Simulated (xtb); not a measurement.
xtb input (GFN2-xTB):

```bash
xtb mol.xyz --gfn 2 --sp --chrg 0 --uhf 0
```
mol.xyz:
```
9

Si     0.00354153    -0.36391811     0.00784918
Cl    -0.07534761     0.84779013    -1.66583968
Cl     0.05814285     0.92012622     1.62770832
N      1.38360809    -1.32909017     0.17633484
N     -1.35741815    -1.36211953    -0.11828940
H      1.57724935    -2.05829848    -0.49207889
H      2.21927074    -0.96468535     0.60389461
H     -2.19983178    -1.03281157    -0.56081153
H     -1.53711831    -2.06546124     0.58102234
```

Output:

```
           -------------------------------------------------
          |                Calculation Setup                |
           -------------------------------------------------

           -------------------------------------------------
          |                 G F N 2 - x T B                 |
           -------------------------------------------------

        Reference                      10.1021/acs.jctc.8b01176
      * Hamiltonian:
        H0-scaling (s, p, d)           1.850000    2.230000    2.230000
        zeta-weighting                 0.500000
      * Dispersion:
        s8                             2.700000
        a1                             0.520000
        a2                             5.000000
        s9                             5.000000
      * Repulsion:
        kExp                           1.500000    1.000000
        rExp                           1.000000
      * Coulomb:
        alpha                          2.000000
        third order                    shell-resolved
        anisotropic                    true
        a3                             3.000000
        a5                             4.000000
        cn-shift                       1.200000
        cn-exp                         4.000000
        max-rad                        5.000000

          ...................................................
          :                      SETUP                      :
          :.................................................:
          :  # basis functions                  42          :
          :  # atomic orbitals                  39          :
          :  # shells                           17          :
          :  # electrons                        32          :
          :  max. iterations                   250          :
          :  Hamiltonian                  GFN2-xTB          :
          :  restarted?                      false          :
          :  GBSA solvation                  false          :
          :  PC potential                    false          :
          :  electronic temp.          300.0000000     K    :
          :  accuracy                    1.0000000          :
          :  -> integral cutoff          0.2500000E+02      :
          :  -> integral neglect         0.1000000E-07      :
          :  -> SCF convergence          0.1000000E-05 Eh   :
          :  -> wf. convergence          0.1000000E-03 e    :
          :  Broyden damping             0.4000000          :
          :  net charge                          0          :
          :  unpaired electrons                  0          :
          ...................................................

 iter      E             dE          RMSdq      gap      omega  full diag
   1    -18.8999246 -0.188999E+02  0.646E+00    6.84       0.0  T
   2    -18.9495770 -0.496525E-01  0.254E+00    7.23       1.0  T
   3    -18.9511224 -0.154539E-02  0.132E+00    7.49       1.0  T
   4    -18.9475736  0.354879E-02  0.825E-01    6.99       1.0  T
   5    -18.9540166 -0.644298E-02  0.263E-01    7.24       1.0  T
   6    -18.9540395 -0.228439E-04  0.109E-01    7.25       1.0  T
   7    -18.9540286  0.108586E-04  0.632E-02    7.27       1.0  T
   8    -18.9540334 -0.481077E-05  0.509E-02    7.24       1.0  T
   9    -18.9540477 -0.142843E-04  0.167E-02    7.26       2.0  T
  10    -18.9540504 -0.265926E-05  0.355E-03    7.25       9.4  T
  11    -18.9540504 -0.197418E-07  0.203E-03    7.25      16.4  T
  12    -18.9540504 -0.118773E-07  0.119E-03    7.25      27.9  T
  13    -18.9540504 -0.664164E-08  0.676E-04    7.25      49.3  T
  14    -18.9540504 -0.109494E-08  0.136E-04    7.25     244.8  T

   *** convergence criteria satisfied after 14 iterations ***

         #    Occupation            Energy/Eh            Energy/eV
      -------------------------------------------------------------
         1        2.0000           -1.0501765             -28.5768
       ...           ...                  ...                  ...
        10        2.0000           -0.4609869             -12.5441
        11        2.0000           -0.4299947             -11.7008
        12        2.0000           -0.4298034             -11.6955
        13        2.0000           -0.4257584             -11.5855
        14        2.0000           -0.4187038             -11.3935
        15        2.0000           -0.4124184             -11.2225
        16        2.0000           -0.4123513             -11.2206 (HOMO)
        17                         -0.1458170              -3.9679 (LUMO)
        18                         -0.1443164              -3.9270
        19                         -0.1312723              -3.5721
        20                         -0.0785836              -2.1384
        21                          0.0112756               0.3068
       ...                                ...                  ...
        39                          0.7199193              19.5900
      -------------------------------------------------------------
                  HL-Gap            0.2665342 Eh            7.2528 eV
             Fermi-level           -0.2790841 Eh           -7.5943 eV

 SCC (total)                   0 d,  0 h,  0 min,  0.006 sec
 SCC setup                      ...        0 min,  0.000 sec (  1.184%)
 Dispersion                     ...        0 min,  0.000 sec (  0.456%)
 classical contributions        ...        0 min,  0.000 sec (  0.274%)
 integral evaluation            ...        0 min,  0.001 sec ( 16.542%)
 iterations                     ...        0 min,  0.003 sec ( 53.843%)
 molecular gradient             ...        0 min,  0.002 sec ( 26.640%)
 printout                       ...        0 min,  0.000 sec (  0.936%)

         :::::::::::::::::::::::::::::::::::::::::::::::::::::
         ::                     SUMMARY                     ::
         :::::::::::::::::::::::::::::::::::::::::::::::::::::
         :: total energy             -18.827304559282 Eh    ::
         :: gradient norm              0.034788785982 Eh/a0 ::
         :: HOMO-LUMO gap              7.252765667450 eV    ::
         ::.................................................::
         :: SCC energy               -18.954040132552 Eh    ::
         :: -> isotropic ES            0.050661442716 Eh    ::
         :: -> anisotropic ES          0.001905545423 Eh    ::
         :: -> anisotropic XC          0.003279645192 Eh    ::
         :: -> dispersion             -0.007173167406 Eh    ::
         :: repulsion energy           0.126735573270 Eh    ::
         :: add. restraining           0.000000000000 Eh    ::
         :: total charge              -0.000000000000 e     ::
         :::::::::::::::::::::::::::::::::::::::::::::::::::::

           -------------------------------------------------
          |                Property Printout                |
           -------------------------------------------------

    * Orbital Energies and Occupations

         #    Occupation            Energy/Eh            Energy/eV
      -------------------------------------------------------------
         1        2.0000           -1.0501765             -28.5768
       ...           ...                  ...                  ...
         4        2.0000           -0.6113833             -16.6366
         5        2.0000           -0.5868756             -15.9697
         6        2.0000           -0.5395606             -14.6822
         7        2.0000           -0.5378089             -14.6345
         8        2.0000           -0.4953559             -13.4793
         9        2.0000           -0.4779143             -13.0047
        10        2.0000           -0.4609869             -12.5441
        11        2.0000           -0.4299947             -11.7008
        12        2.0000           -0.4298034             -11.6955
        13        2.0000           -0.4257584             -11.5855
        14        2.0000           -0.4187038             -11.3935
        15        2.0000           -0.4124184             -11.2225
        16        2.0000           -0.4123513             -11.2206 (HOMO)
        17                         -0.1458170              -3.9679 (LUMO)
        18                         -0.1443164              -3.9270
        19                         -0.1312723              -3.5721
        20                         -0.0785836              -2.1384
        21                          0.0112756               0.3068
        22                          0.0135829               0.3696
        23                          0.0309337               0.8417
        24                          0.0327573               0.8914
        25                          0.0328069               0.8927
        26                          0.0333203               0.9067
        27                          0.0333250               0.9068
       ...                                ...                  ...
        39                          0.7199193              19.5900
      -------------------------------------------------------------
                  HL-Gap            0.2665342 Eh            7.2528 eV
             Fermi-level           -0.2790841 Eh           -7.5943 eV

     #   Z          covCN         q      C6AA      α(0)
     1  14 Si       3.248     0.580   127.166    23.321
     2  17 Cl       0.806    -0.271   107.675    15.874
     3  17 Cl       0.806    -0.271   107.675    15.874
     4   7 N        2.542    -0.375    29.707     8.095
     5   7 N        2.542    -0.375    29.707     8.095
     6   1 H        0.861     0.175     1.242     1.745
     7   1 H        0.861     0.181     1.211     1.724
     8   1 H        0.861     0.181     1.211     1.724
     9   1 H        0.861     0.175     1.242     1.745

 Mol. C6AA /au·bohr⁶  :       2206.002808
 Mol. C8AA /au·bohr⁸  :      85958.818398
 Mol. α(0) /au        :         78.195624

Wiberg/Mayer (AO) data.
largest (>0.10) Wiberg bond orders for each atom

 ---------------------------------------------------------------------------
     #   Z sym  total        # sym  WBO       # sym  WBO       # sym  WBO
 ---------------------------------------------------------------------------
     1  14 Si   4.300 --     4 N    1.164     5 N    1.164     2 Cl   0.973
                             3 Cl   0.973
     2  17 Cl   1.146 --     1 Si   0.973
     3  17 Cl   1.146 --     1 Si   0.973
     4   7 N    3.242 --     1 Si   1.164     6 H    0.958     7 H    0.955
     5   7 N    3.242 --     1 Si   1.164     9 H    0.958     8 H    0.955
     6   1 H    0.969 --     4 N    0.958
     7   1 H    0.967 --     4 N    0.955
     8   1 H    0.967 --     5 N    0.955
     9   1 H    0.969 --     5 N    0.958
 ---------------------------------------------------------------------------

Topologies differ in total number of bonds
Writing topology from bond orders to xtbtopo.mol

molecular dipole:
                 x           y           z       tot (Debye)
 q only:        0.014      -1.446       0.031
   full:        0.013      -1.337       0.029       3.399
molecular quadrupole (traceless):
                xx          xy          yy          xz          yz          zz
 q only:        6.290       0.051       0.628      -0.209      -0.165      -6.918
  q+dip:        8.930       0.077      -0.067      -0.499      -0.195      -8.862
   full:        8.772       0.074      -0.221      -0.627      -0.186      -8.550

           -------------------------------------------------
          | TOTAL ENERGY              -18.827304559282 Eh   |
          | GRADIENT NORM               0.034788785982 Eh/α |
          | HOMO-LUMO GAP               7.252765667450 eV   |
           -------------------------------------------------

------------------------------------------------------------------------
Note: The following floating-point exceptions are signalling: IEEE_UNDERFLOW_FLAG IEEE_DENORMAL
normal termination of xtb
------------------------------------------------------------------------
 total:
 SCF:
```
